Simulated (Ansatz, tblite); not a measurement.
Spin states of Zn₂Se⁺, each relaxed with r2SCAN-D4/def2-TZVP in Ansatz. Electronic energies in the gas phase.

The xTB rows come from tblite. B3LYP takes the VWN-RPA correlation. Correlated methods freeze 27 core orbitals; core or outer-core shells of Se are correlated, in sets that lack core-valence functions. In CCSD on the charge 1 doublet the largest single amplitude is 0.31, so its Hartree–Fock determinant may place the open shell otherwise than the density functionals do. The structure comes from a short search, and lower isomers may exist.

Doublet geometry (C2v within 0.1 Å):

```xyz
3

Zn   -0.034    1.693    0.963
Zn    0.447   -1.883   -0.220
Se   -0.413    0.191   -0.744
```

Quartet geometry (C2v within 0.1 Å):

```xyz
3

Zn   -1.081    0.917   -1.484
Zn    1.576   -1.179    0.579
Se   -0.496    0.262    0.905
```

⟨S²⟩: doublet 0.76 at PBE0-D4/def2-TZVP (pure 0.75), quartet 3.76 at PBE0-D4/def2-TZVP (pure 3.75).

Only these spin states were relaxed.

```
              level  quartet − doublet (kcal/mol)  lowest of these
           GFN2-xTB                          27.1          doublet
       HF/def2-TZVP                          -7.0          quartet
   PBE-D4/def2-TZVP                          23.8          doublet
r2SCAN-D4/def2-TZVP                          19.8          doublet
   B97M-V/def2-TZVP                          24.0          doublet
 B3LYP-D4/def2-TZVP                          19.5          doublet
  PBE0-D4/def2-TZVP                          19.6          doublet
  ωB97X-V/def2-TZVP                          16.1          doublet
  RPA@PBE/def2-TZVP                          22.4          doublet
      MP2/def2-TZVP                          19.0          doublet
     CCSD/def2-TZVP                          14.6          doublet
  CCSD(T)/def2-TZVP                          18.2          doublet
```

Change of the quartet − doublet gap on mixing in exact exchange, in kcal/mol: PBE to PBE0 (25 % exact exchange) -4.3.

The xTB methods have no spin-polarisation term.
